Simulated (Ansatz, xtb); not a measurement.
Relaxing a trial structure of C3H5BF2O2

The starting geometry of this gas-phase singlet was built from a drawn formula by distance geometry and a force field; its bonds are those of `CC(=O)OCB(F)F`.

```xyz
13

C     1.1948   -1.5379    0.3754
C     0.2581   -0.7034   -0.4135
C    -0.1081    0.8872   -2.2889
B     0.7828    1.6516   -3.4033
F     1.4949    0.8529   -4.3680
F     0.7526    3.0844   -3.4275
O    -1.0105   -0.7695   -0.1672
O     0.7472    0.0476   -1.4788
H     1.2558   -2.5872   -0.0328
H     0.9316   -1.5155    1.4876
H     2.2657   -1.0442    0.3056
H    -0.8908    0.2240   -2.7973
H    -0.5968    1.6334   -1.6977
```

Q: Where would you expect an optimisation with r2SCAN-D4/def2-SVP to take it?

A: It keeps its bonds, and is `CC(=O)OCB(F)F`.

The energy falls by 1.47 eV over 21 steps:

| step | E − E(last) (eV) |
| --- | --- |
| 1 | 1.474 |
| 3 | 0.271 |
| 5 | 0.063 |
| 8 | 0.020 |
| 10 | 0.006 |
| 12 | 0.004 |
| 14 | 0.001 |
| 17 | 0.000 |
| 19 | 0.000 |
| 21 | 0.000 |

Final geometry (Å):

```tsv
atom	x (Å)	y (Å)	z (Å)
C	1.1745	-1.5621	0.2563
C	0.2293	-0.5880	-0.3855
C	-0.0298	0.9036	-2.1867
B	0.7482	1.5136	-3.4001
F	1.9954	1.2000	-3.6847
F	0.1384	2.3888	-4.1836
O	-0.8829	-0.3130	-0.0082
O	0.7904	-0.0342	-1.4880
H	1.3765	-2.3925	-0.4373
H	0.7343	-1.9475	1.1828
H	2.1388	-1.0744	0.4616
H	-0.9662	0.4231	-2.5285
H	-0.3699	1.7059	-1.5046
```

From the same start GFN2-xTB ends elsewhere, differing in B4–O7 (1.64 against 4.18 Å here).

The end wasn't checked by frequencies. Run with Ansatz 0.2.0, 81 s on 2 threads of Intel(R) Xeon(R) Processor @ 2.70GHz, on a shared host.
